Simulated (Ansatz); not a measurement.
`CB[TeH]` + `CNC` → `CBN(C)C` + H₂Te at 400 K and 1 bar (ligand exchange at a B–Te bond).

Isolated molecules relaxed with PBE0-D4/def2-TZVP in Ansatz; ΔE leaves out vibrations. CCSD(T)/CBS adds triple-zeta CCSD(T) − MP2 to the extrapolated MP2 energy (def2 sets, frozen cores). Elements past krypton have def2 core potentials. For Te outer-core shells are correlated without core-valence functions, which leaves a few kJ/mol of doubt a bond. Each species was taken in one conformer, which may not be the lowest.

```
  species  CCSD(T)/CBS energy (Eh)  H − E (kJ/mol)  S (J/(mol·K))
`CB[TeH]`               -333.59211           171.5          335.1
    `CNC`               -135.00321           264.6          293.2
`CBN(C)C`               -199.71235           383.5          373.5
     H₂Te               -268.91024            45.0          239.1
```

H − E and S are ideal-gas, rigid-rotor, harmonic terms from PBE0-D4/def2-TZVP, for one conformer and one mirror image of each species. 1 Eh = 2625.50 kJ/mol, R = 8.31446 J/(mol·K).

**Question.** By hand: ΔE, ΔH, ΔS and ΔG.

**Answer.** ΔE = (-199.71235) + (-268.91024) − (-333.59211) − (-135.00321) = -0.02727 Eh = -71.6 kJ/mol. Δ(H − E) = 383.5 + 45.0 − 171.5 − 264.6 = -7.6, so ΔH = -79.2 kJ/mol. ΔS = 373.5 + 239.1 − 335.1 − 293.2 = -15.7 J/(mol·K). ΔG = -79.2 − 400 × (-15.7)/1000 = -72.9 kJ/mol.

**Question.** By hand: the equilibrium constant, and the temperature at which ΔG would vanish if ΔH and ΔS stayed fixed.

**Answer.** log₁₀ K = −ΔG/(RT ln 10) = 9.5. ΔG = 0 at ΔH/ΔS = 5045 K, far beyond where these terms or the molecules hold.

ΔH outweighs TΔS. A doubt of 5 kJ/mol in ΔE shifts log₁₀ K by 0.7 here. Other conformers and mirror images would add mixing entropy, several J/(mol·K) or more a flexible species. These are equilibria of isolated gas molecules and say nothing of rates. Largest T1 diagnostic: 0.013 (customary marks: 0.02 for closed shells, 0.045 for open ones).
